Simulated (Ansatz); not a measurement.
The same path of C₃H₉SbSi (14 atoms, charge 0, multiplicity 1) was run twice with different band settings. The coordinate that changes most is the dihedral C2–Sb3–Si4–H11.

Computed with RKS revPBE-D4/def2-SVP (Ansatz).

Relaxed end points:

```xyz
14
Properties=species:S:1:pos:R:3
C -1.071 1.948 1.242
C -1.145 0.603 1.243
Sb 0.441 -0.766 1.857
Si 1.311 -0.725 -0.604
C -0.063 -1.378 -1.743
H -0.156 2.489 1.541
H -1.932 2.572 0.939
H -2.086 0.109 0.936
H 1.511 0.538 2.272
H 1.668 0.691 -0.977
H 2.549 -1.578 -0.745
H -0.337 -2.420 -1.478
H 0.265 -1.365 -2.803
H -0.969 -0.745 -1.651
```

```xyz
14
Properties=species:S:1:pos:R:3
C -0.049 2.493 1.664
C -1.020 1.683 1.201
Sb -1.027 -0.495 1.319
Si 0.063 -0.603 -1.051
C 0.509 -2.382 -1.551
H 0.872 2.104 2.130
H -0.136 3.593 1.592
H -1.926 2.120 0.741
H 0.550 -0.539 2.049
H -0.942 -0.032 -2.023
H 1.286 0.277 -1.078
H 1.247 -2.815 -0.845
H 0.952 -2.404 -2.569
H -0.391 -3.029 -1.551
```

Common settings: movable images 7; climbing image yes; spring 5.0 eV/Å²; optimiser quadratic models (default); start path IDPP; end points relaxed.

| run | force threshold | iteration limit |
| --- | --- | --- |
| 1 | 0.05 eV/Å | 51 |
| 2 | 0.5 eV/Å | 60 |

Problem. What does each run give, and how far can it be trusted?

Solution. Run 1: converged after 12 iterations, highest image 0.061 eV above the first end. A vibrational analysis at the climbing image gives one clearly imaginary mode, 44i cm⁻¹: a first-order saddle point.
Run 2: converged after 3 iterations, highest image 0.093 eV above the first end. The threshold of 0.5 eV/Å is loose, so the images may lie well off the minimum-energy path. The order of the stationary point at the top wasn't checked. Another band between the same ends, with other settings, climbed to 0.061 eV only, so this may not be the lowest route.
